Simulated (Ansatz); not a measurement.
(LiF)n: PBE0-D4/def2-SVP single points in Ansatz on relaxed structures, gas phase. Each cluster is the lowest isomer that a short search found in that spin, judged at the geometry's level, and lower ones may exist. Binding counts from free atoms in the multiplicity of their measured ground term, without zero-point energy. The structures are stationary points that may keep the symmetry of their start.

Estimate the order by gap (eV), lowest first.
A. (LiF)4 cube (Li4F4) (singlet)
B. (LiF)2 ring (Li2F2) (singlet)
C. Li3F3 (singlet)
D. (LiF)4 ring (Li4F4) (singlet)

B (7.95), C (8.66), D (8.75), A (8.93).

In full:

| species | atoms | state | geometry | HOMO (eV) | LUMO (eV) | gap (eV) | binding per atom (eV) | point group (within 0.1 Å) |
| --- | --- | --- | --- | --- | --- | --- | --- | --- |
| (LiF)2 ring (Li2F2) | 4 | singlet | r2SCAN-D4/def2-TZVP | -8.29 | -0.33 | 7.95 | 3.54 | D2h |
| (LiF)4 cube (Li4F4) | 8 | singlet | r2SCAN-D4/def2-SVP | -9.14 | -0.21 | 8.93 | 3.93 | Td |
| (LiF)4 ring (Li4F4) | 8 | singlet | PBE-D4/def2-SVP | -9.01 | -0.26 | 8.75 | 3.85 | D4h |
| Li3F3 | 6 | singlet | r2SCAN-D4/def2-TZVP | -8.88 | -0.22 | 8.66 | 3.77 | D3h |

The gap (eV) runs from 7.95 ((LiF)2 ring) to 8.93 ((LiF)4 cube). The binding per atom (eV) runs from 3.54 ((LiF)2 ring) to 3.93 ((LiF)4 cube).
